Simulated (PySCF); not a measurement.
PySCF input for C₄H₄BNO, SMILES C#C[C@@H]1N=CB1O, TDDFT-CAM-B3LYP/def2-SVPD. Geometry: PBE0-D3(BJ)/def2-SVP. The structure was generated by enumeration; whether it is a known compound was not checked. Other conformers were not sampled.

```python
import numpy as np
from pyscf import gto, scf, dft, tdscf

mol = gto.M(
    atom='''
    C     2.62064059   -0.41107961   -0.42736483
    C     1.49285535   -0.51933561    0.00500715
    C     0.14039304   -0.57160813    0.51784303
    N    -0.88454240   -1.27061021   -0.35077474
    C    -1.79730771   -0.35404585   -0.34032022
    B    -0.83165222    0.68894382    0.29125504
    O    -0.69225600    2.01641949    0.25387266
    H     3.62153624   -0.33975009   -0.81099208
    H     0.12123200   -1.02477945    1.52227380
    H    -2.77130223   -0.49238332   -0.82622836
    H     0.17715230    2.31152448    0.55212269
    ''',
    basis='def2-SVPD',
    charge=0,
    spin=0,
    max_memory=1600,
    verbose=4,
)
mf = dft.RKS(mol, xc='cam-b3lyp').density_fit(auxbasis='def2-universal-jkfit')
mf.grids.level = 3
mf.conv_tol = 1e-9
mf.max_cycle = 100
mf.kernel()
mf.grids = dft.Grids(mol).set(level=1).build(with_non0tab=True)  # coarser grid for the response kernel
td = tdscf.TDDFT(mf)
td.singlet = True
td.nstates = 10
td.conv_tol = 1e-4
td.positive_eig_threshold = 1e-6
td.kernel(x0=td.get_init_guess(mf, 15))
td.analyze()
tt = tdscf.TDA(mf)
tt.singlet = False
tt.nstates = 4
tt.conv_tol = 1e-4
tt.positive_eig_threshold = 1e-6
tt.kernel(x0=tt.get_init_guess(mf, 9))
tt.analyze(verbose=3)
```

Output:

```
PySCF version 2.14.0

[INPUT] verbose = 4
[INPUT] num. atoms = 11
[INPUT] num. electrons = 48
[INPUT] charge = 0
[INPUT] spin (= nelec alpha-beta = 2S) = 0
[INPUT] symmetry False subgroup None
[INPUT] Mole.unit = angstrom
[INPUT] Symbol           X                Y                Z      unit          X                Y                Z       unit  Magmom
[INPUT]  1 C      2.620640590000  -0.411079610000  -0.427364830000 AA    4.952292986019  -0.776827878293  -0.807602483971 Bohr   0.0
[INPUT]  2 C      1.492855350000  -0.519335610000   0.005007150000 AA    2.821087755092  -0.981402069634   0.009462142165 Bohr   0.0
[INPUT]  3 C      0.140393040000  -0.571608130000   0.517843030000 AA    0.265304395395  -1.080182816275   0.978581502215 Bohr   0.0
[INPUT]  4 N     -0.884542400000  -1.270610210000  -0.350774740000 AA   -1.671542881565  -2.401105307976  -0.662868190016 Bohr   0.0
[INPUT]  5 C     -1.797307710000  -0.354045850000  -0.340320220000 AA   -3.396419333469  -0.669049692039  -0.643112010452 Bohr   0.0
[INPUT]  6 B     -0.831652220000   0.688943820000   0.291255040000 AA   -1.571594926687   1.301915135012   0.550392257999 Bohr   0.0
[INPUT]  7 O     -0.692256000000   2.016419490000   0.253872660000 AA   -1.308174248087   3.810480588335   0.479749797915 Bohr   0.0
[INPUT]  8 H      3.621536240000  -0.339750090000  -0.810992080000 AA    6.843711643787  -0.642034620896  -1.532552920391 Bohr   0.0
[INPUT]  9 H      0.121232000000  -1.024779450000   1.522273800000 AA    0.229095277533  -1.936552498582   2.876680568601 Bohr   0.0
[INPUT] 10 H     -2.771302230000  -0.492383320000  -0.826228360000 AA   -5.237002223096  -0.930469623104  -1.561345316749 Bohr   0.0
[INPUT] 11 H      0.177152300000   2.311524480000   0.552122690000 AA    0.334769329337   4.368148197428   1.043360671258 Bohr   0.0

nuclear repulsion = 237.603388533612
number of shells = 73
number of NR pGTOs = 253
number of NR cGTOs = 175
basis = def2-SVPD
ecp = {}


[settings echo left out]
init E= -310.338433315865
  HOMO = -0.286691149780076  LUMO = -0.105507348242103  gap/eV = 4.93026
cycle= 1 E= -309.127329833658  delta_E= 1.21  |g|= 0.631  |ddm|= 9.13
  HOMO = -0.288841529185958  LUMO = -0.0118764040722938  gap/eV = 7.53660
cycle= 2 E= -309.097706766719  delta_E= 0.0296  |g|= 0.795  |ddm|= 2.17
  HOMO = -0.310735650378067  LUMO = -0.0156446044772429  gap/eV = 8.02984
cycle= 3 E= -309.213610231898  delta_E= -0.116  |g|= 0.0727  |ddm|= 0.819
  HOMO = -0.322576993870102  LUMO = -0.0197747436400322  gap/eV = 8.23967
cycle= 4 E= -309.214653695095  delta_E= -0.00104  |g|= 0.0345  |ddm|= 0.208
  HOMO = -0.319189026391395  LUMO = -0.0173001338602203  gap/eV = 8.21482
cycle= 5 E= -309.214897633366  delta_E= -0.000244  |g|= 0.0179  |ddm|= 0.109
  HOMO = -0.319270772899192  LUMO = -0.0173985383243811  gap/eV = 8.21436
cycle= 6 E= -309.214972113369  delta_E= -7.45e-05  |g|= 0.00375  |ddm|= 0.0312
  HOMO = -0.319382036970537  LUMO = -0.0172421162777745  gap/eV = 8.22165
cycle= 7 E= -309.214976338219  delta_E= -4.22e-06  |g|= 0.00102  |ddm|= 0.0108
  HOMO = -0.319497150561184  LUMO = -0.0173478833007086  gap/eV = 8.22190
cycle= 8 E= -309.214976601771  delta_E= -2.64e-07  |g|= 0.000534  |ddm|= 0.00281
  HOMO = -0.319453679474931  LUMO = -0.0173213011446913  gap/eV = 8.22144
cycle= 9 E= -309.214976687724  delta_E= -8.6e-08  |g|= 0.000211  |ddm|= 0.00125
  HOMO = -0.319459617769294  LUMO = -0.0173098367000084  gap/eV = 8.22191
cycle= 10 E= -309.21497670184  delta_E= -1.41e-08  |g|= 5.76e-05  |ddm|= 0.000493
  HOMO = -0.319466388082856  LUMO = -0.0173150983632406  gap/eV = 8.22196
cycle= 11 E= -309.214976703972  delta_E= -2.13e-09  |g|= 2.27e-05  |ddm|= 0.000217
  HOMO = -0.319466886897744  LUMO = -0.0173151034612178  gap/eV = 8.22197
cycle= 12 E= -309.214976704295  delta_E= -3.22e-10  |g|= 1.15e-05  |ddm|= 8.49e-05
  HOMO = -0.319466564051258  LUMO = -0.0173147538159242  gap/eV = 8.22197
Extra cycle  E= -309.214976704317  delta_E= -2.25e-11  |g|= 1.38e-05  |ddm|= 3.33e-05
converged SCF energy = -309.214976704317
tot grids = 46088
Overwritten attributes  positive_eig_threshold  of <class 'pyscf.tdscf.rks.TDDFT'>


******** <class 'pyscf.tdscf.rks.TDDFT'> for <class 'pyscf.df.df_jk.DFRKS'> ********
nstates = 10 singlet
deg_eia_thresh = 1.000e-03
wfnsym = None
conv_tol = 0.0001
eigh lindep = 1e-12
eigh level_shift = 0
eigh max_cycle = 100


Excitation energies (eV)
[4.07136358 5.20455568 6.0164335  6.13630622 6.57014583 6.62232837
 6.81413687 6.95263366 7.14193394 7.20171478]

** Singlet excitation energies and oscillator strengths **
Excited State   1:      4.07136 eV    304.53 nm  f=0.0071
      22 -> 25       -0.23326
      23 -> 25        0.27793
      24 -> 25       -0.58585
Excited State   2:      5.20456 eV    238.22 nm  f=0.0102
      20 -> 25        0.22658
      22 -> 25       -0.17775
      23 -> 25        0.53789
      24 -> 25        0.32259
Excited State   3:      6.01643 eV    206.08 nm  f=0.0008
      20 -> 25       -0.14585
      22 -> 25        0.41780
      23 -> 25        0.18193
      23 -> 27        0.17751
      23 -> 28       -0.23250
      23 -> 29        0.11102
      24 -> 27        0.31543
      24 -> 28       -0.10481
Excited State   4:      6.13631 eV    202.05 nm  f=0.0088
      22 -> 25        0.39241
      23 -> 25        0.20556
      23 -> 27       -0.20732
      24 -> 27       -0.38547
      24 -> 28        0.14435
      24 -> 30        0.12717
Excited State   5:      6.57015 eV    188.71 nm  f=0.0011
      20 -> 25       -0.11602
      22 -> 25       -0.10432
      22 -> 27        0.18583
      22 -> 30       -0.10046
      23 -> 27        0.24372
      23 -> 28       -0.21679
      24 -> 26       -0.37393
      24 -> 27       -0.21664
      24 -> 28       -0.22316
      24 -> 30        0.10257
      24 -> 32       -0.10819
Excited State   6:      6.62233 eV    187.22 nm  f=0.0316
      21 -> 25       -0.33707
      23 -> 27       -0.12831
      23 -> 28        0.14580
      23 -> 29       -0.12445
      24 -> 26       -0.48819
      24 -> 27        0.13277
Excited State   7:      6.81414 eV    181.95 nm  f=0.0340
      20 -> 25       -0.25081
      21 -> 25       -0.43840
      22 -> 32        0.10984
      23 -> 26        0.18194
      23 -> 28        0.10868
      24 -> 25        0.11457
      24 -> 26        0.22926
      24 -> 28       -0.10779
      24 -> 29        0.13129
      24 -> 32       -0.10794
Excited State   8:      6.95263 eV    178.33 nm  f=0.0016
      20 -> 25        0.17504
      21 -> 25        0.20199
      22 -> 25        0.22600
      22 -> 28        0.21411
      22 -> 29       -0.10832
      22 -> 32        0.14004
      23 -> 27        0.10905
      23 -> 28        0.30378
      23 -> 29       -0.13301
      23 -> 30       -0.10406
      23 -> 32        0.15628
      24 -> 28       -0.27848
Excited State   9:      7.14193 eV    173.60 nm  f=0.0503
      20 -> 25        0.13249
      21 -> 25        0.10866
      22 -> 27        0.29594
      22 -> 28        0.16363
      22 -> 30       -0.10872
      23 -> 26        0.16229
      23 -> 27       -0.13194
      23 -> 28       -0.10442
      23 -> 31       -0.10717
      24 -> 27        0.28651
      24 -> 28        0.19246
      24 -> 31        0.21454
      24 -> 32       -0.18501
      24 -> 33       -0.13103
Excited State  10:      7.20171 eV    172.16 nm  f=0.0122
      20 -> 25       -0.14150
      22 -> 27        0.11132
      22 -> 29       -0.11154
      23 -> 26       -0.59279
      23 -> 27       -0.11583
      23 -> 29       -0.12198
      24 -> 26        0.10261
      24 -> 27        0.11920

** Transition electric dipole moments (AU) **
state          X           Y           Z        Dip. S.      Osc.
  1         0.1606     -0.2023     -0.0646      0.0709      0.0071
  2        -0.2777      0.0524      0.0004      0.0799      0.0102
  3         0.0544      0.0020     -0.0506      0.0055      0.0008
  4         0.2372      0.0324      0.0308      0.0582      0.0088
  5         0.0076      0.0791      0.0192      0.0067      0.0011
  6        -0.3426      0.2519     -0.1177      0.1947      0.0316
  7        -0.3719      0.2457      0.0707      0.2037      0.0340
  8         0.0928     -0.0154      0.0166      0.0091      0.0016
  9         0.0043     -0.4911     -0.2153      0.2876      0.0503
 10        -0.1891      0.1608     -0.0859      0.0690      0.0122

** Transition velocity dipole moments (imaginary part, AU) **
state          X           Y           Z        Dip. S.      Osc.
  1         0.0227     -0.0326     -0.0079      0.0016      0.0073
  2        -0.0530      0.0102      0.0005      0.0029      0.0102
  3         0.0117     -0.0003     -0.0121      0.0003      0.0009
  4         0.0540      0.0095      0.0073      0.0031      0.0091
  5         0.0023      0.0211      0.0047      0.0005      0.0013
  6        -0.0806      0.0612     -0.0308      0.0112      0.0306
  7        -0.0933      0.0578      0.0217      0.0125      0.0333
  8         0.0237     -0.0020      0.0055      0.0006      0.0016
  9         0.0032     -0.1325     -0.0593      0.0211      0.0536
 10        -0.0509      0.0426     -0.0317      0.0054      0.0136

** Transition magnetic dipole moments (imaginary part, AU) **
state          X           Y           Z
  1         0.9774     -0.3812      0.2213
  2         0.4010      0.2631      0.1710
  3        -0.1939     -0.1919     -0.3051
  4        -0.3822     -0.1450     -0.2753
  5         0.0135      0.0852     -0.2880
  6        -0.6042     -0.0886      0.1763
  7        -0.1459     -0.2223      0.9532
  8         0.0869     -0.0927     -0.3910
  9        -0.2452      0.5987     -0.3324
 10        -0.1395     -0.6166      0.1405
Overwritten attributes  positive_eig_threshold  of <class 'pyscf.tdscf.rks.TDA'>


******** <class 'pyscf.tdscf.rks.TDA'> for <class 'pyscf.df.df_jk.DFRKS'> ********
nstates = 4 triplet
deg_eia_thresh = 1.000e-03
wfnsym = None
conv_tol = 0.0001
eigh lindep = 1e-12
eigh level_shift = 0
eigh max_cycle = 100


Excitation energies (eV)
[3.15025217 4.42880458 4.80800476 5.22902011]

** Triplet excitation energies and oscillator strengths **
Excited State   1:      3.15025 eV    393.57 nm  f=0.0000
Excited State   2:      4.42880 eV    279.95 nm  f=0.0000
Excited State   3:      4.80800 eV    257.87 nm  f=0.0000
Excited State   4:      5.22902 eV    237.11 nm  f=0.0000
```

The run converged.
